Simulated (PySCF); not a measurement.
**Working out the ionisation energy of Ne²⁺**

Ne²⁺ [He] 2s2 2p4 (3P) → Ne³⁺ [He] 2s2 2p3 (4S). Computed with PySCF 2.14 in aug-cc-pwCVTZ, with no relativity, point nucleus. Frozen: nothing. Energies in hartree (1 hartree = 27.21139 eV):

```tsv
part	Ne²⁺ (lower)	Ne³⁺ (upper)
UHF	-126.367294	-124.096084
MP2 opposite-spin	-0.162771	-0.122701
MP2 same-spin	-0.045301	-0.038720
```

Q: What does Hartree-Fock give?

A: (-124.096084) − (-126.367294) = 2.271210 hartree = 61.803 eV.

Q: What do MP2 and SCS-MP2 (6/5 opposite-spin, 1/3 same-spin) give?

A: The opposite-spin parts differ by 1.090 eV and the same-spin parts by 0.179 eV. MP2: 61.803 + (1.090) + (0.179) = 63.072 eV. SCS-MP2: 61.803 + 1.2 × (1.090) + (0.179)/3 = 63.171 eV.

A first-order spin-orbit estimate adds 0.037 eV to MP2 (valence and next inner shell), giving 63.109 eV against 63.423 eV (measured; NIST Atomic Spectra Database, ionization energies).

What remains against the reference includes basis incompleteness and correlation beyond second order.
